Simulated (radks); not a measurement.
Results of a calculation; reference values are marked as such.
Task: Radial electron density D(r) = 4 pi r^2 rho(r) of an atom or ion with 7 electrons. Level of theory: Dirac Kohn-Sham, LDA (Slater exchange, Perdew-Wang correlation), spin-unpolarised, spherical densities, finite nucleus; Fermi nuclear charge, rms radius of each element as measured or else 0.836 A^(1/3) + 0.57 fm (a radial shooting solver on a logarithmic mesh with Libxc functionals).

```
   r/bohr * D(r) (the largest magnitude, 8.49, reaches the edge; | marks zero)
  0.01022 | *
  0.01153 |  *
    0.013 |  *
  0.01465 |   *
  0.01652 |    *
  0.01863 |      *
    0.021 |       *
  0.02368 |         *
  0.02691 |           *
  0.03035 |             *
  0.03421 |                *
  0.03858 |                   *
  0.04349 |                       *
  0.04904 |                           *
  0.05529 |                               *
  0.06234 |                                   *
  0.07085 |                                        *
  0.07989 |                                            *
  0.09007 |                                                *
   0.1016 |                                                   *
   0.1145 |                                                     *
   0.1291 |                                                      *
   0.1456 |                                                     *
   0.1641 |                                                   *
   0.1865 |                                               *
   0.2103 |                                          *
   0.2371 |                                     *
   0.2674 |                               *
   0.3015 |                          *
   0.3399 |                      *
   0.3832 |                    *
   0.4321 |                   *
   0.4911 |                    *
   0.5537 |                      *
   0.6243 |                        *
   0.7039 |                          *
   0.7936 |                           *
   0.8948 |                          *
    1.009 |                        *
    1.138 |                     *
    1.293 |                *
    1.458 |            *
    1.644 |        *
    1.853 |     *
    2.089 |   *
    2.356 | *
    2.656 |*
    2.995 |*
    3.404 |*
    3.838 |*
    4.327 *
    4.879 *
    5.501 *
    6.202 *
    6.993 *
    7.884 *
    8.961 *
     10.1 *
```

What is the nuclear charge?

Result: Z = 8. The innermost maximum, from 1s, lies near gamma/Z bohr with gamma = sqrt(1 - (Z/c)^2) = 0.998, here 0.125 bohr (found: 0.130), and its height grows with Z. The density is that of the oxygen ion O+ in [He] 2s1.75 2p3 3s0.25; the configuration itself is not fixed sharply by these data. D(r) has 2 maxima, at r = 0.130, 0.806 bohr, and minima at 0.429 bohr, inside which lie 2.21 electrons.
